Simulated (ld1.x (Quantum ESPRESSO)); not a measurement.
## C: one change to a TM potential, before and after

ld1.x (Quantum ESPRESSO) 7.5 input, shortened:

```
&input
   title='C', zed=6., rel=0, dft='PZ', iswitch=3,
   config='[He] 2s2 2p2'
 /
 &inputp
   pseudotype=2, tm=.true., lloc=-1, rcloc=1.15,
   nlcc=.false.
 /
2
2S  1  0   2.00   0.00  0.80  0.80  0.0
2P  2  1   2.00   0.00  2.90  2.90  0.0
 &test
   configts(1)='2s2 2p2'
 /
```

Change: all radii scaled by about 1.28 (s 1.02, p 3.70 bohr); local potential all-electron potential smoothed inside 1.46 bohr (lloc = -1).

Cutoffs: the cutoffs (Ry, on a coarse ladder) from which the occupation-weighted sum of valence levels, in a spherical-Bessel basis at the reference potential, stays within 10 and 1 mRy of its value at 400 Ry; they do not see the model core or the augmentation charge, which bear on the density cutoff. Errors are all-electron minus pseudo energies relative to the spin-unpolarised reference configuration.

Task: How do hardness, ghosts and transferability respond?

Result: The potential gets softer (100 Ry and 230 Ry → 35 Ry and 90 Ry); of the 9 tests that both files solve, the error grows in 9 and shrinks in 0 by more than 15 % and 0.3 meV (median size 60.7 → 254.3 meV); neither file shows a bound ghost at the reference potential, the only one tested. A larger radius leaves more room for a smooth pseudo-wave, so fewer plane waves are needed. More of the atom is replaced by a form fitted at one configuration, so other configurations suffer.

| quantity | base | changed |
| --- | --- | --- |
| cutoff, loose | 100 Ry | 35 Ry |
| cutoff, tight | 230 Ry | 90 Ry |
| loose cutoff by channel (10 mRy a level) | s 90 Ry, p 15 Ry | s 30 Ry, p 10 Ry |
| bound ghosts | none | none |
| error for 2s2 2p1, meV [ΔE 10.99 eV] | +122 | +290 |
| error for 2s2 2p0, meV [ΔE 35.25 eV] | +1005 | +2051 |
| error for 2s1 2p0, meV [ΔE 83.20 eV] | +1990 | +3922 |
| error for 2s2 2p2.3, meV [ΔE -1.20 eV] | +2.0 | +6.6 |
| error for 2s0 2p4, meV [ΔE 16.49 eV] | -61 | -286 |
| error for 2s1 2p3, meV [ΔE 8.23 eV] | -17 | -74 |
| error for 2s2 2p1.5, meV [ΔE 4.03 eV] | +19 | +49 |
| error for 2s2 2p2 (spin-polarised), meV [ΔE -1.13 eV] | +29 | -45 |
| error for 2s2 2p1 (spin-polarised), meV [ΔE 10.59 eV] | +122 | +254 |

Changed file: These tests converged, but a pseudo level misses the all-electron one widely, so the file describes the atom poorly there or has found another state: 2s1 2p0: empty 2p by 5.1 eV.
